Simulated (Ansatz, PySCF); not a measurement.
C2BrCl3, SMILES ClC(=C(Cl)Cl)Br. Atoms are numbered in the order given.

```xyz
6

Cl     2.0403    -0.9189     0.0000
C      0.3157    -0.9909     0.0000
Cl    -0.3558    -2.5838     0.0000
C     -0.4641     0.1121     0.0000
Cl    -2.1865     0.0140     0.0000
Br     0.2561     1.8569     0.0000
```

Geometry: B3LYP-D3(BJ)/def2-SVP.

Two levels are set side by side: PBE-D3(BJ)/def2-SVP (Ansatz, an electronic-structure program) and B3LYP-D3(BJ)/def2-SVP (Ansatz). Each level has its own optimised geometry; the coordinates shown are those of the second. Frequencies come from the Hessian of PySCF at each geometry. Differences are taken from unrounded values.

```
quantity                            B3LYP-D3(BJ)
----------------------------------  ------------
mean bond length (Å)                       1.684
bond Cl1–C2 (Å)                            1.726
bond C2–Cl3 (Å)                            1.729
bond C2–C4 (Å)                             1.351
bond C4–Cl5 (Å)                            1.725
bond C4–Br6 (Å)                            1.888
highest harmonic wavenumber (cm⁻¹)          1619
mean harmonic wavenumber (cm⁻¹)              537
zero-point energy (kcal/mol)                9.22
```

Task: What does PBE-D3(BJ) give, and how far is it from B3LYP-D3(BJ)? (An estimate is asked for; the answer gives what the named calculation found.)

Result: 
| quantity | PBE-D3(BJ) | PBE-D3(BJ) minus B3LYP-D3(BJ) |
|---|---|---|
| mean bond length (Å) | 1.685 | 0.001 |
| bond Cl1–C2 (Å) | 1.725 | -0.002 |
| bond C2–Cl3 (Å) | 1.727 | -0.002 |
| bond C2–C4 (Å) | 1.364 | 0.013 |
| bond C4–Cl5 (Å) | 1.723 | -0.002 |
| bond C4–Br6 (Å) | 1.886 | -0.002 |
| highest harmonic wavenumber (cm⁻¹) | 1564 | -54 |
| mean harmonic wavenumber (cm⁻¹) | 523 | -14 |
| zero-point energy (kcal/mol) | 8.98 | -0.24 |
